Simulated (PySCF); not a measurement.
H$_{4}$BeOSSi (SMILES [SiH3][O][Be][SH]), singlet, geometry from GFN2-xTB (such geometries of metal compounds can be far from the true shape). Base run: CAMB3LYP/6-31G, polarisability (PySCF).

PySCF was given this input:
```python
from pyscf import gto, scf, dft
from pyscf.prop import polarizability

mol = gto.M(
    atom='''
Be    0.26136023    0.28940997    0.54484474
S     0.91392616    1.19100931    2.10107710
H     2.01002560    0.50232737    2.34581526
O    -0.27010610   -0.31995557   -0.58763127
Si   -0.88697221   -1.03702715   -1.91078852
H    -2.29728571   -1.27174789   -1.61316817
H    -0.12258912   -2.27211933   -2.07013639
H    -0.67995032   -0.09422429   -3.00703361
''',
    basis='6-31g',
    verbose=4,
)

mf = dft.RKS(mol)
mf.xc = 'camb3lyp'
mf.kernel()
alpha = mf.Polarizability().polarizability()[2, 2]
print('alpha_zz =', alpha)
```

Question: The base was run again with changes. Order these runs by alpha_zz (bohr³), lowest first: functional = lda,vwn | basis = cc-pVDZ | functional = pbe0 | functional = hf | basis = aug-cc-pVDZ | basis = def2-SVP.

Answer: functional = hf (alpha_zz (bohr³) 48.23), functional = pbe0 (alpha_zz (bohr³) 57.18), basis = def2-SVP (alpha_zz (bohr³) 59.51), basis = cc-pVDZ (alpha_zz (bohr³) 61.23), functional = lda,vwn (alpha_zz (bohr³) 62.42), basis = aug-cc-pVDZ (alpha_zz (bohr³) 72.54)

Finite-field rows take the second difference of the energy in a field along z; a small field with loose convergence shows SCF noise divided by the square of the field, and a large one adds hyperpolarisability.
